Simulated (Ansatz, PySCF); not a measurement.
Bond stretch in SMILES [Cl][GeH3] (H₃ClGe), singlet. The Ge1–H5 bond (Ge1 also carries Cl, H, H; H5 carries nothing else) is stretched with both fragments frozen at the PBE0/def2-TZVP optimised geometry.

- UHF/cc-pVTZ (Ansatz, a first-principles code)
- RHF/cc-pVTZ (Ansatz)
- UKS-PBE = Ansatz with unrestricted PBE/cc-pVTZ
- RKS-PBE = restricted PBE/cc-pVTZ (Ansatz)
- UKS-B3LYP = unrestricted B3LYP/cc-pVTZ run with Ansatz
- RKS-B3LYP = restricted B3LYP/cc-pVTZ (Ansatz)
- UKS-CAM-B3LYP = unrestricted CAM-B3LYP/cc-pVTZ in Ansatz
- RKS-CAM-B3LYP = Ansatz with restricted CAM-B3LYP/cc-pVTZ
- UKS-B3LYP/6-31G* = unrestricted B3LYP/6-31G*, spherical d (PySCF)
- RKS-B3LYP/6-31G* = PySCF 2.14.0 with restricted B3LYP/6-31G*, spherical d
- UKS-B3LYP/LANL2DZ = unrestricted B3LYP/LANL2DZ, with its core potentials past Ne (PySCF)
- RKS-B3LYP/LANL2DZ = PySCF 2.14.0 with restricted B3LYP/LANL2DZ, with its core potentials past Ne

Scanned distances (Å): 1.21, 1.28, 1.39, 1.43, 1.49, 1.53, 1.56, 1.60, 1.68, 1.76, 1.93, 2.04, 2.30, 2.58, 2.75, 3.03, 3.35, 3.79, 4.18, 4.62, 5.36.

Task: Where does the unrestricted solution first break spin symmetry (<S²> of 0.01 or more)?

Result: UHF: between 2.04 and 2.30 Å; UKS-PBE: between 2.58 and 2.75 Å; UKS-B3LYP: between 2.30 and 2.58 Å; UKS-CAM-B3LYP: between 2.30 and 2.58 Å; UKS-B3LYP/6-31G*: between 2.30 and 2.58 Å; UKS-B3LYP/LANL2DZ: between 2.30 and 2.58 Å.

```
R / Å  <S²> UHF  E(RHF) − E(UHF) / kcal/mol  <S²> UKS-PBE  E(RKS-PBE) − E(UKS-PBE) / kcal/mol  <S²> UKS-B3LYP  E(RKS-B3LYP) − E(UKS-B3LYP) / kcal/mol  <S²> UKS-CAM-B3LYP  E(RKS-CAM-B3LYP) − E(UKS-CAM-B3LYP) / kcal/mol  <S²> UKS-B3LYP/6-31G*  E(RKS-B3LYP/6-31G*) − E(UKS-B3LYP/6-31G*) / kcal/mol  <S²> UKS-B3LYP/LANL2DZ  E(RKS-B3LYP/LANL2DZ) − E(UKS-B3LYP/LANL2DZ) / kcal/mol
-----  --------  --------------------------  ------------  ----------------------------------  --------------  --------------------------------------  ------------------  ----------------------------------------------  ---------------------  ----------------------------------------------------  ----------------------  ------------------------------------------------------
1.21       0.00                         0.0          0.00                                 0.0            0.00                                     0.0                0.00                                             0.0                   0.00                                                   0.0                    0.00                                                     0.0
1.28       0.00                         0.0          0.00                                 0.0            0.00                                     0.0                0.00                                             0.0                   0.00                                                   0.0                    0.00                                                     0.0
1.39       0.00                         0.0          0.00                                 0.0            0.00                                     0.0                0.00                                             0.0                   0.00                                                   0.0                    0.00                                                     0.0
1.43       0.00                         0.0          0.00                                 0.0            0.00                                     0.0                0.00                                             0.0                   0.00                                                   0.0                    0.00                                                     0.0
1.49       0.00                         0.0          0.00                                 0.0            0.00                                     0.0                0.00                                             0.0                   0.00                                                   0.0                    0.00                                                     0.0
1.53       0.00                         0.0          0.00                                 0.0            0.00                                     0.0                0.00                                             0.0                   0.00                                                   0.0                    0.00                                                     0.0
1.56       0.00                         0.0          0.00                                 0.0            0.00                                     0.0                0.00                                             0.0                   0.00                                                   0.0                    0.00                                                     0.0
1.60       0.00                         0.0          0.00                                 0.0            0.00                                     0.0                0.00                                             0.0                   0.00                                                   0.0                    0.00                                                     0.0
1.68       0.00                         0.0          0.00                                 0.0            0.00                                     0.0                0.00                                             0.0                   0.00                                                   0.0                    0.00                                                     0.0
1.76       0.00                         0.0          0.00                                 0.0            0.00                                     0.0                0.00                                             0.0                   0.00                                                   0.0                    0.00                                                     0.0
1.93       0.00                         0.0          0.00                                 0.0            0.00                                     0.0                0.00                                             0.0                   0.00                                                   0.0                    0.00                                                     0.0
2.04       0.00                         0.0          0.00                                 0.0            0.00                                     0.0                0.00                                             0.0                   0.00                                                   0.0                    0.00                                                     0.0
2.30       0.33                         2.2          0.00                                 0.0            0.00                                     0.0                0.00                                             0.0                   0.00                                                   0.0                    0.00                                                     0.0
2.58       0.68                        13.8          0.00                                 0.0            0.08                                     0.1                0.27                                             1.1                   0.10                                                   0.1                    0.15                                                     0.3
2.75       0.80                        22.7          0.07                                 0.0            0.35                                     1.6                0.51                                             4.5                   0.37                                                   1.9                    0.41                                                     2.5
3.03       0.91                        37.6          0.59                                 3.0            0.66                                     6.8                0.75                                            12.5                   0.67                                                   7.4                    0.70                                                     8.8
3.35       0.96                        53.1          0.85                                 9.0            0.85                                    14.0                0.89                                            22.5                   0.86                                                  15.0                    0.88                                                    17.1
3.79       0.99                        70.8          0.96                                16.8            0.96                                    22.9                0.97                                            34.6                   0.96                                                  24.5                    0.97                                                    27.1
4.18       1.00                        83.1          0.99                                21.9            0.99                                    28.9                0.99                                            43.1                   0.99                                                  31.0                    0.99                                                    33.8
4.62       1.00                        93.7          1.00                                25.8            1.00                                    33.7                1.00                                            50.3                   1.00                                                  36.1                    1.00                                                    39.1
5.36       1.00                       106.0          1.00                                29.2            1.00                                    38.6                1.00                                            58.4                   1.00                                                  41.1                    1.00                                                    44.0
```
